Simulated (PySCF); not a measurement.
Compound: CH₅B₃Cl₂.
SMILES with atom numbers: `[BH2:1][CH:2]([BH2:3])[B:4]([Cl:5])[Cl:6]` (hydrogens: H7, H8 on B1; H9 on C2; H10, H11 on B3)

Computed by this run: PBE0-D3(BJ)/def2-SVP geometry optimisation, gas phase in PySCF 2.14.0; density fitting, grid level 1; the optimiser is geomeTRIC in internal coordinates, started from a GFN2-xTB structure with every atom displaced at random (about 0.01 Å).

Step 4: E = -28171.8697 eV
```
atom  x, y, z in Å  |  force x, y, z in eV/Å
B1      1.4633   -0.0174   -0.0129    0.002  -0.055   0.027
C2     -0.0024   -0.2985   -0.4618   -0.026   0.113  -0.051
B3     -0.5702    1.1484   -0.6210   -0.029  -0.040   0.013
B4     -0.7709   -0.9160    0.7483    0.010  -0.022   0.004
Cl5    -0.7449   -0.2728    2.3765   -0.015   0.004   0.031
Cl6    -1.7370   -2.3580    0.4699    0.023  -0.002  -0.005
H7      2.3578   -0.4546   -0.6953    0.036  -0.004   0.009
H8      1.7179    0.6282    0.9722   -0.008   0.002  -0.010
H9     -0.0860   -0.9094   -1.3673    0.002  -0.012  -0.001
H10    -0.8984    1.5200   -1.7217   -0.024   0.010  -0.007
H11    -0.6754    1.8924    0.3213    0.030   0.005  -0.011
```

Step 5: E = -28171.8731 eV
```
atom  x, y, z in Å  |  force x, y, z in eV/Å
B1      1.4613   -0.0277   -0.0112   -0.028  -0.069   0.061
C2     -0.0064   -0.2812   -0.4727    0.023   0.084   0.000
B3     -0.5814    1.1610   -0.6260    0.052  -0.011   0.010
B4     -0.7583   -0.9062    0.7476   -0.044  -0.099  -0.112
Cl5    -0.7660   -0.2663    2.3742    0.023   0.056   0.042
Cl6    -1.6845   -2.3753    0.4653    0.015  -0.001   0.009
H7      2.3604   -0.4936   -0.6691    0.010   0.015  -0.012
H8      1.7092    0.6096    0.9803    0.013   0.030  -0.010
H9     -0.0931   -0.8984   -1.3734   -0.023  -0.013   0.006
H10    -0.9508    1.5233   -1.7171   -0.033  -0.002   0.001
H11    -0.6365    1.9172    0.3102   -0.009   0.010   0.004
```

Step 6: E = -28171.8746 eV
```
atom  x, y, z in Å  |  force x, y, z in eV/Å
B1      1.4579   -0.0411   -0.0022   -0.015  -0.025   0.022
C2     -0.0081   -0.2701   -0.4831    0.026  -0.016   0.000
B3     -0.5855    1.1700   -0.6258    0.035   0.016   0.009
B4     -0.7541   -0.9058    0.7364   -0.025  -0.060  -0.125
Cl5    -0.7669   -0.2375    2.3510   -0.033  -0.003   0.097
Cl6    -1.6496   -2.3974    0.4673    0.036   0.056   0.032
H7      2.3600   -0.5200   -0.6475   -0.001   0.010  -0.008
H8      1.7006    0.5959    0.9908    0.020   0.020  -0.016
H9     -0.0962   -0.8890   -1.3826   -0.018  -0.001  -0.007
H10    -0.9920    1.5280   -1.7054   -0.015  -0.006   0.002
H11    -0.6121    1.9294    0.3093   -0.010   0.009  -0.005
```

**Question.** Estimate the geometry and energy of step 7. (The exact step hangs on the optimiser's Hessian estimate; all steps are aligned on step 6, rigid shifts and turns removed.)

**Answer.** E = -28171.8758 eV, largest force 0.074 eV/Å
```
atom  x, y, z in Å  |  force x, y, z in eV/Å
B1      1.4601   -0.0429   -0.0022   -0.011  -0.003   0.003
C2     -0.0069   -0.2692   -0.4814    0.023  -0.015   0.014
B3     -0.5826    1.1717   -0.6248    0.008   0.010   0.010
B4     -0.7557   -0.9059    0.7360   -0.018  -0.025  -0.067
Cl5    -0.7825   -0.2413    2.3546   -0.005   0.003   0.034
Cl6    -1.6442   -2.3993    0.4650    0.014   0.019   0.016
H7      2.3604   -0.5232   -0.6491   -0.004   0.002  -0.002
H8      1.7081    0.6016    0.9848    0.007   0.007  -0.003
H9     -0.0986   -0.8891   -1.3801   -0.009   0.004  -0.003
H10    -0.9979    1.5256   -1.7026   -0.005  -0.004   0.002
H11    -0.6063    1.9345    0.3078    0.000   0.004  -0.003
```

The energy changes by -0.0012 eV. The first-order estimate −F·Δx gives -0.0016 eV and the mean of the old and new forces, exact on a quadratic surface, -0.0011 eV. The step makes an angle of 71° with the force vector and moves no atom by more than 0.016 Å.

What follows is the cost of the whole optimisation. The run took 50 s wall on Arm Neoverse V1, one thread, shared host with 32 logical CPUs at a one-minute load of 24, and the process peaked at 0.52 GiB of memory.
